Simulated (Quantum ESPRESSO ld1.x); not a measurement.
Task: The potassium ion K15+, 4 electrons, occupied as [He] 2s2. Calculated with ld1.x of Quantum ESPRESSO 7.5: non-relativistic Kohn-Sham, BLYP, spin-unpolarised, spherical densities, point nucleus. Some entries of the table are withheld. Estimate them.

orbital  occ.  eigenvalue (hartree)  <1/r> (bohr^-1)
1s          2                   (1)              (2)
2s          2                   (3)            4.330
2p          0                   (4)            4.271
3s          0                   (5)              (6)

Result: 
(1) 1s eigenvalue (hartree): -157.372
(2) 1s <1/r> (bohr^-1): 18.63
(3) 2s eigenvalue (hartree): -34.2615
(4) 2p eigenvalue (hartree): -32.8338
(5) 3s eigenvalue (hartree): -14.4676
(6) 3s <1/r> (bohr^-1): 1.811
